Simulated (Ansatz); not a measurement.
```yaml
crystal:
  periodic: [false, false, false]
  atoms:
    - {symbol: Sn, position_ang: [-0.040260, 0.004909, -0.688209]}
    - {symbol: Se, position_ang: [2.175287, -0.445974, 0.214878]}
    - {symbol: Se, position_ang: [-2.135037, 0.441075, 0.473332]}
basis:
  gaussian: {orbitals: cc-pVTZ-rifit, nuclear_model: gaussian}
hamiltonian: {xc: {name: RPBE}, dispersion: d3bj}
scf: {omitted_lower_state_checks: [starts]}
output: {forces: true}
```

```sh
$ ansatz run in.yaml --threads 2 --pin off --events-out ev --progress --plain --max-ram 4352MiB
```

Output, abridged:

```
Functional definition: RPBE
Error: [file] the basis set cc-pVTZ-RIFIT has no functions for Sn
```

In this input the basis set is misnamed or doesn't suit the job. The input was rejected before any iteration.
